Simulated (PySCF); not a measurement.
# Worked example for `CC#CP(C)(C)=S` (C5H9PS): deprotonation at atom C1

Non-hydrogen atoms are numbered in `[CH3:1][C:2]#[C:3][P:4]([CH3:5])([CH3:6])=[S:7]`.

Level of theory: ωB97X-D3(BJ)/ma-def2-SVP single points in PySCF, grid level 2; every species was optimised with GFN2-xTB. The prefix ma- adds one diffuse s and one diffuse p function on all atoms but H. Zero-point and thermal terms (298.15 K, 1 bar) come from unscaled GFN2-xTB harmonic frequencies, with soft modes damped to free rotors in the entropy.

Step: `CC#CP(C)(C)=S` → `C=C=C=P(C)(C)[S-]` + H⁺.

```jsonl
{"species": "CC#CP(C)(C)=S", "charge": "0", "multiplicity": "1", "E / Eh": "-935.246578"}
{"species": "C=C=C=P(C)(C)[S-]", "charge": "-1", "multiplicity": "1", "E / Eh": "-934.658077"}
```

Thermal terms, products less reactant: Δ(H − E) = -30.59 kJ/mol, Δ(G − E) = -57.76 kJ/mol (the bare proton has no electronic energy, H = 5/2 RT). 1 Eh = 2625.50 kJ/mol.

Q: What are ΔE, ΔH and ΔG of this step?

A: ΔE = 0.588501 Eh = 1545.11 kJ/mol; ΔH = 1514.5 kJ/mol; ΔG = 1487.3 kJ/mol, all in the gas phase at 298.15 K and 1 bar. The digits show the arithmetic; the method itself can be off by 10 kJ/mol or more.

Known limits: ma-def2-SVP is a small basis, whose errors can reach tens of kJ/mol.
